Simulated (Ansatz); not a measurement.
Relaxation of the cluster Al4⁻ with UKS PBE-D4/def2-TZVPD.

```sh
$ ansatz run in.yaml --threads 4 --pin off --events-out ev --progress --plain --max-ram 3916MiB
```

```yaml
crystal:
  periodic: [false, false, false]
  atoms:
    - {symbol: Al, position_ang: [-1.770200, 0.286350, 0.023840]}
    - {symbol: Al, position_ang: [1.770150, -0.287800, -0.023990]}
    - {symbol: Al, position_ang: [-0.290570, -1.769530, 0.039820]}
    - {symbol: Al, position_ang: [0.290620, 1.770980, -0.039670]}
basis:
  gaussian: {orbitals: def2-TZVPD}
total_charge: -1
magnetization: {spin_polarized: true, initial_magnetization: 1}
hamiltonian: {xc: pbe, dispersion: d4}
scf: {lower_state_search: "off"}
output: {orbitals: {seedname: orbitals}}
relax: {f_tol: 0.02, max_steps: 100}
```

Run time 52 s (4 threads of Arm Neoverse N1 on a shared host).

Positions (Å) and forces (eV/Å) at steps 1, 2, 3, 4, 5, 7, 10, 11, 12, 13, 14 of 14:

```xyz
4
step=1 energy=-26374.0399 eV
Al   -1.770    0.286    0.024   -0.307   -0.012    0.005
Al    1.770   -0.288   -0.024    0.307    0.026   -0.006
Al   -0.291   -1.770    0.040   -0.116   -0.294    0.008
Al    0.291    1.771   -0.040    0.115    0.280   -0.008
4
step=2 energy=-26374.0599 eV
Al   -1.800    0.285    0.024   -0.001   -0.168    0.003
Al    1.800   -0.285   -0.024    0.001    0.172   -0.003
Al   -0.303   -1.799    0.041   -0.162    0.049    0.002
Al    0.303    1.800   -0.040    0.161   -0.052   -0.002
4
step=3 energy=-26374.0696 eV
Al   -1.809    0.269    0.025    0.108   -0.154    0.001
Al    1.809   -0.269   -0.025   -0.108    0.152   -0.001
Al   -0.321   -1.806    0.041   -0.111    0.149   -0.001
Al    0.321    1.806   -0.041    0.111   -0.148    0.001
4
step=4 energy=-26374.0569 eV rejected
Al   -1.812    0.226    0.026    0.130    0.272   -0.008
Al    1.812   -0.225   -0.026   -0.127   -0.281    0.008
Al   -0.364   -1.804    0.042    0.298    0.035   -0.006
Al    0.364    1.803   -0.042   -0.301   -0.026    0.006
4
step=5 energy=-26374.0766 eV
Al   -1.800    0.253    0.025    0.053   -0.007   -0.001
Al    1.800   -0.253   -0.025   -0.052    0.004    0.001
Al   -0.334   -1.798    0.041    0.011    0.049   -0.001
Al    0.334    1.798   -0.041   -0.011   -0.045    0.001
4
step=7 energy=-26374.0774 eV
Al   -1.783    0.251    0.025    0.004    0.002    0.000
Al    1.783   -0.251   -0.025   -0.004   -0.002    0.000
Al   -0.334   -1.803    0.041    0.000   -0.012    0.000
Al    0.334    1.803   -0.041    0.000    0.012    0.000
4
step=10 energy=-26374.0955 eV
Al   -1.661    0.234    0.023    0.074    0.088   -0.003
Al    1.661   -0.234   -0.023   -0.074   -0.087    0.003
Al   -0.354   -1.911    0.044    0.070   -0.082    0.000
Al    0.354    1.911   -0.044   -0.070    0.080    0.000
4
step=11 energy=-26374.0954 eV rejected
Al   -1.527    0.219    0.021   -0.109    0.234   -0.003
Al    1.527   -0.219   -0.021    0.109   -0.231    0.003
Al   -0.370   -2.017    0.046    0.170    0.030   -0.003
Al    0.370    2.017   -0.046   -0.170   -0.034    0.004
4
step=12 energy=-26374.1131 eV
Al   -1.596    0.239    0.022    0.034    0.086   -0.002
Al    1.596   -0.239   -0.022   -0.034   -0.086    0.002
Al   -0.350   -1.966    0.045    0.068   -0.038    0.000
Al    0.350    1.966   -0.045   -0.067    0.037    0.000
4
step=13 energy=-26374.1173 eV
Al   -1.564    0.262    0.021   -0.034   -0.003    0.001
Al    1.564   -0.262   -0.021    0.035    0.003   -0.001
Al   -0.329   -1.992    0.045   -0.005    0.011    0.000
Al    0.329    1.992   -0.045    0.005   -0.011    0.000
4
step=14 energy=-26374.1176 eV
Al   -1.582    0.263    0.021    0.017   -0.002    0.000
Al    1.582   -0.263   -0.021   -0.017    0.002    0.000
Al   -0.328   -1.977    0.044   -0.002   -0.017    0.000
Al    0.328    1.977   -0.044    0.002    0.017    0.000
```

The relaxation made no stability test and no search for a lower SCF solution. The structure comes from a short search, and lower isomers may exist.
